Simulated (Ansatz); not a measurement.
This geometry of AlH5O3 + H2O (12 atoms, charge 0, multiplicity 1) is a first-order saddle point.

The calculation used Ansatz, RKS PBE0-D4/def2-SVP.

```xyz
12
Properties=species:S:1:pos:R:3
Al -0.031 -0.357 -0.085
H 0.887 -0.713 -1.593
O 0.440 -1.551 1.057
O -1.611 -0.172 -0.827
H -0.384 1.922 0.958
O -0.869 1.096 1.087
H 1.484 0.090 -1.068
O 1.499 0.820 -0.167
H -0.150 -2.237 1.369
H -1.799 -0.564 -1.682
H -1.655 1.126 0.501
H 2.190 0.539 0.450
```

Task: Which two structures does it join? (They come from a converged band through this point; their orientation in space is the band's.)

Result: Bonds broken: Al1–H2, H5–O6, H7–O8. Bonds formed: Al1–O8, H2–H7, H5–O8. AlH5O3 + H2O becomes AlH5O4 + H2.

Initial state:

```xyz
12
Properties=species:S:1:pos:R:3
Al -0.381 -0.831 -0.234
H 0.907 -0.529 -1.162
O -0.067 -2.178 0.783
O -1.954 -0.494 -0.882
H 0.356 1.348 0.600
O -0.458 0.796 0.815
H 1.688 0.945 -0.691
O 1.752 1.717 -0.090
H -0.704 -2.512 1.416
H -2.426 -1.061 -1.491
H -1.245 1.256 0.486
H 2.533 1.543 0.449
```

Final state:

```xyz
12
Properties=species:S:1:pos:R:3
Al -0.745 0.118 0.241
H 1.989 -1.541 -1.237
O 0.517 -1.044 0.512
O -1.835 -0.024 -1.070
H 0.396 2.036 0.769
O -1.344 0.995 1.608
H 2.471 -1.681 -1.814
O 0.655 1.486 0.008
H 0.382 -1.946 0.803
H -1.651 -0.538 -1.857
H -2.276 1.158 1.754
H 1.439 0.981 0.283
```

Task: How far does it lie above each of them?

Result: 0.64 eV above the first and 1.13 eV above the second. This is the barrier of this one path; another mechanism may lie lower. The orbitals stay closed-shell, which can raise the energy where a bond breaks towards radicals; this wasn't checked here.

The run took 11 min on 2 threads of Arm Neoverse V1, on a shared host, peak memory 0.24 GiB.
